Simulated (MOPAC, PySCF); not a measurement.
H6InN3, SMILES `[NH2][In]([NH2])[NH2]`, neutral singlet in the gas phase. 

Z-matrix (Å, degrees):
```
In
N 1 2.0366
H 2 1.0128 1 115.24
H 2 1.0131 3 107.61 1 129.23
N 1 2.0366 2 120.63 3 -33.10
H 5 1.0128 1 115.23 2 33.11
H 5 1.0131 6 107.61 1 -129.22
N 1 2.0369 2 119.49 3 153.85
H 8 1.0129 1 114.81 2 149.33
H 8 1.0129 9 107.61 1 129.18
```
Charge 0, multiplicity 1.

All levels are single points at this geometry (r2SCAN-D4/def2-TZVP); Pople sets use spherical d functions. Orbital energies aren't observables, and empty levels follow the basis.

| level | HOMO (eV) | LUMO (eV) | gap (eV) | dipole (D) | vertical IE, Delta-SCF (eV) |
|---|---|---|---|---|---|
| PBE-D3(BJ)/def2-TZVP in PySCF | -5.43 | -1.57 | 3.86 | 1.03 | – |
| r2SCAN-D4/def2-TZVP in PySCF | -5.71 | -1.26 | 4.46 | 1.06 | – |
| B3LYP/6-311+G** (LANL2DZ on In) in PySCF | -6.67 | -1.05 | 5.63 | 1.22 | – |
| B3LYP/6-31G* (LANL2DZ on In) in PySCF | -6.08 | -0.28 | 5.80 | 1.30 | 8.32 |
| B3LYP/LANL2DZ in PySCF | -6.22 | -0.49 | 5.73 | 1.59 | – |
| M06-2X/6-31G* (LANL2DZ on In) in PySCF | -7.78 | 0.64 | 8.42 | 1.40 | – |
| PBE/6-31G* (LANL2DZ on In) in PySCF | -4.92 | -0.92 | 4.00 | 1.21 | – |
| SVWN5/6-31G* (LANL2DZ on In) in PySCF | -5.01 | -0.99 | 4.01 | 1.27 | – |
| HF/6-31G* (LANL2DZ on In) in PySCF | -10.00 | 2.54 | 12.54 | 1.56 | – |
| AM1 in MOPAC | -9.34 | -0.80 | 8.53 | 1.19 | – |
| PM3 in MOPAC | -9.17 | -1.72 | 7.45 | 0.86 | – |
| PM6 in MOPAC | -9.55 | 0.73 | 10.28 | 1.80 | – |
| PM7 in MOPAC | -9.18 | -0.16 | 9.02 | 1.76 | – |
